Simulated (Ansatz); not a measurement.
Question: Name a neutral molecule of C, F, Ga, S and H with ideal-gas entropy at 298 K and 1 bar (rigid rotor, harmonic PBE0-D4/def2-TZVP) between 424 and 440 J/(mol·K) and HOMO–LUMO gap (PBE0/def2-TZVPP) between 7.10 and 7.40 eV (Ansatz, PBE0-D4/def2-TZVP geometry).

Answer: `[CH3][Ga-]([CH3])([F])[SH2+]` (430 J/(mol·K), 7.29 eV). Other molecules can fit too; these were computed, each in one conformer that needn't be the lowest.
